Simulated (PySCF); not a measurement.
strontium atom (Sr), singlet (core potentials on Sr); CASSCF(4,4)/def2-SVP (PySCF).

Here is a job for PySCF.
```python
from pyscf import gto, scf, mcscf
import numpy

mol = gto.Mole()
mol.atom = '''
    Sr    0.00000000    0.00000000    0.00000000
'''
mol.basis = 'def2-svp'
mol.ecp = {'Sr': 'def2-svp'}
mol.verbose = 4
mol.build()

mf = scf.RHF(mol)
mf.kernel()
mc = mcscf.CASSCF(mf, 4, 4)
mc.fix_spin_(ss=0.0)
mc.kernel()
occ = numpy.linalg.eigvalsh(mc.fcisolver.make_rdm1(mc.ci, mc.ncas, mc.nelecas))[::-1]
ss = mc.fcisolver.spin_square(mc.ci, mc.ncas, mc.nelecas)[0]
print('natural occupations', occ.round(4), ' <S^2>', round(ss, 4))
```

Output, abridged:

```
PySCF version 2.14.0

[INPUT] verbose = 4
[INPUT] num. atoms = 1
[INPUT] num. electrons = 10
[INPUT] charge = 0
[INPUT] spin (= nelec alpha-beta = 2S) = 0
[INPUT] symmetry False subgroup None
[INPUT] Mole.unit = angstrom
[INPUT] Symbol           X                Y                Z      unit          X                Y                Z       unit  Magmom
[INPUT]  1 Sr     0.000000000000   0.000000000000   0.000000000000 AA    0.000000000000   0.000000000000   0.000000000000 Bohr   0.0

nuclear repulsion = 0
number of shells = 9
number of NR pGTOs = 49
number of NR cGTOs = 23
basis = def2-svp
ecp = {'Sr': 'def2-svp'}

******** <class 'pyscf.scf.hf.RHF'> ********
method = RHF
initial guess = minao
damping factor = 0
level_shift factor = 0
DIIS = <class 'pyscf.scf.diis.CDIIS'>
diis_start_cycle = 1
diis_space = 8
diis_damp = 0
SCF conv_tol = 1e-09
SCF conv_tol_grad = None
SCF max_cycles = 50
direct_scf = True
direct_scf_tol = 1e-13
Set gradient conv threshold to 3.16228e-05
Initial guess from minao.
init E= -19.2865189426018
  HOMO = 0.0439432380181586  LUMO = 0.0857969717252169  gap/eV = 1.13890
cycle= 1 E= -29.9875274065352  delta_E= -10.7  |g|= 0.879  |ddm|= 7.83
  HOMO = -0.208499261776864  LUMO = -0.0615693823621195  gap/eV = 3.99817
cycle= 2 E= -30.3360388163427  delta_E= -0.349  |g|= 0.0392  |ddm|= 7.14
  HOMO = -0.185806740862393  LUMO = 0.0222153718129567  gap/eV = 5.66057
cycle= 3 E= -30.3384313769362  delta_E= -0.00239  |g|= 0.0138  |ddm|= 0.458
  HOMO = -0.181440216720702  LUMO = 0.0296210588258418  gap/eV = 5.74327
cycle= 4 E= -30.3387797498141  delta_E= -0.000348  |g|= 0.00125  |ddm|= 0.237
  HOMO = -0.180960668118123  LUMO = 0.030116702927219  gap/eV = 5.74371
cycle= 5 E= -30.3387820932497  delta_E= -2.34e-06  |g|= 3.02e-05  |ddm|= 0.0206
  HOMO = -0.180973977155869  LUMO = 0.0301233502345297  gap/eV = 5.74425
cycle= 6 E= -30.3387820937186  delta_E= -4.69e-10  |g|= 1.25e-06  |ddm|= 0.000121
  HOMO = -0.180974026884559  LUMO = 0.0301233665824862  gap/eV = 5.74425
Extra cycle  E= -30.3387820937193  delta_E= -7.11e-13  |g|= 1.58e-07  |ddm|= 2e-06
converged SCF energy = -30.3387820937193

******** <class 'pyscf.mcscf.mc1step.CASSCF'> ********
CAS (2e+2e, 4o), ncore = 3, nvir = 16
max_cycle_macro = 50
max_cycle_micro = 4
conv_tol = 1e-07
conv_tol_grad = None
orbital rotation max_stepsize = 0.02
orbital rotation threshold for CI restart = 0.01
augmented hessian ah_max_cycle = 30
augmented hessian ah_conv_tol = 1e-12
augmented hessian ah_linear dependence = 1e-14
augmented hessian ah_level shift = 1e-08
augmented hessian ah_start_tol = 2.5
augmented hessian ah_start_cycle = 3
augmented hessian ah_grad_trust_region = 3
kf_trust_region = 3
kf_interval = 4
ci_response_space = 4
ci_grad_trust_region = 3
with_dep4 0
natorb = False
canonicalization = True
sorting_mo_energy = False
ao2mo_level = 2
internal_rotation = False
******** <class 'pyscf.fci.addons.SpinPenaltyFCISolver'> ********
max. cycles = 50
conv_tol = 1e-08
davidson only = True
linear dependence = 1e-12
level shift = 0.001
max iter space = 12
nroots = 1
pspace_size = 400
spin = None
CASCI E = -30.3493045049436  S^2 = 0.0000000
Set conv_tol_grad to 0.000316228
macro iter   1 ( 21 JK    4 micro), CASSCF E = -30.3556552858628  dE = -6.35078092e-03  S^2 = 0.0000000
               |grad[o]|=0.0151  |grad[c]|=0.00657  |ddm|=0.0578  |maxRot[o]|=0.314
macro iter   2 (  4 JK    1 micro), CASSCF E = -30.3557003770789  dE = -4.50912161e-05  S^2 = 0.0000000
               |grad[o]|=0.00284  |grad[c]|=0.00115  |ddm|=0.000912  |maxRot[o]|=0.0321
macro iter   3 (  3 JK    1 micro), CASSCF E = -30.3557004113688  dE = -3.42898971e-08  S^2 = 0.0000000
               |grad[o]|=5.66e-05  |grad[c]|=6.89e-05  |ddm|=0.000119  |maxRot[o]|=0.00821
1-step CASSCF converged in   3 macro ( 28 JK   6 micro) steps
CASSCF canonicalization
Density matrix diagonal elements [1.9999242  1.86213892 0.06927333 0.06866354]
CASSCF energy = -30.3557004113688
CASCI E = -30.3557004113688  E(CI) = -4.39484028116933  S^2 = 0.0000000
natural occupations [1.9999 1.8621 0.0694 0.0686]  <S^2> 0.0
```
